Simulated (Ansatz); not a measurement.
The first iterations of a band of C$_{2}$H$_{9}$FOSi$_{2}$ (15 atoms, charge 0, multiplicity 1).

Theory: RKS B3LYP/STO-3G (Ansatz).

```yaml
movable_images: 7
climbing_image: yes
spring: 5.0 eV/Å²
optimiser: quadratic models (default)
start_path: IDPP
force_threshold: 0.05 eV/Å
iteration_limit: 44
end_points: relaxed
```

First end point:

```xyz
15
Properties=species:S:1:pos:R:3
C 1.004 -2.197 1.284
C 1.140 -1.012 0.277
O -0.149 -0.316 0.210
Si -0.073 1.039 -0.854
F 0.219 0.471 -2.374
Si -2.056 2.134 -0.661
H 1.958 -2.742 1.359
H 0.224 -2.896 0.948
H 0.732 -1.821 2.282
H 1.451 -1.420 -0.715
H 1.964 -0.340 0.620
H 1.067 1.880 -0.500
H -2.238 2.611 0.690
H -3.173 1.281 -0.995
H -2.091 3.278 -1.543
```

Last end point:

```xyz
15
Properties=species:S:1:pos:R:3
C 0.876 -2.358 1.073
C 1.023 -1.160 0.083
O -0.150 -0.294 0.234
Si -0.057 1.072 -0.814
F -0.082 0.521 -2.368
Si -1.823 2.407 -0.298
H 0.815 -1.992 2.109
H 1.743 -3.031 0.986
H -0.038 -2.928 0.849
H 1.120 -1.564 -0.954
H 1.976 -0.622 0.307
H 1.227 1.745 -0.636
H -1.704 2.901 1.055
H -3.079 1.703 -0.413
H -1.871 3.549 -1.182
```

| iteration | highest image above the first end (eV) | largest band force component (eV/Å) |
| --- | --- | --- |
| 1 | 0.134 | 0.834 |
| 2 | 0.097 | 0.257 |

**Question.** Does the band converge within its limit, and where does its top end?

**Answer.** The run converged. It ended after 6 iterations with the highest image 0.093 eV above the first end. A vibrational analysis at the climbing image gives one clearly imaginary mode, 202i cm⁻¹: a first-order saddle point. Limits of this set-up: minimal basis.

Run time: 4 min on 1 thread of AMD EPYC (Zen 3) (shared host), peak memory 0.14 GiB.
